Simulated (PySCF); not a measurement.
CH3Si, SMILES C[Si] (connectivity only; charge and spin as stated), charge +1, multiplicity 1.

Coordinates come from a r2SCAN-D4/def2-TZVP optimisation. The spin state was assumed, not searched. The isomer is the one that the SMILES or the coordinates give; other isomers of the formula were not compared.

These are PySCF with PBE/def2-TZVPD values and carry that method's errors.

| Quantity | Value |
|---|---|
| total energy | -328.86789 hartree |
| point group | C3v |
| highest occupied level | -13.21 eV |
| lowest empty level | -10.15 eV |
| orbital gap | 3.07 eV |
| dipole moment about the centre of nuclear charge | 0.072 e·Å |
| mean static polarisability | 33.4 bohr³ (4.95 Å³) |
| polarisability, principal values | 29.8, 29.8, 40.6 bohr³ |
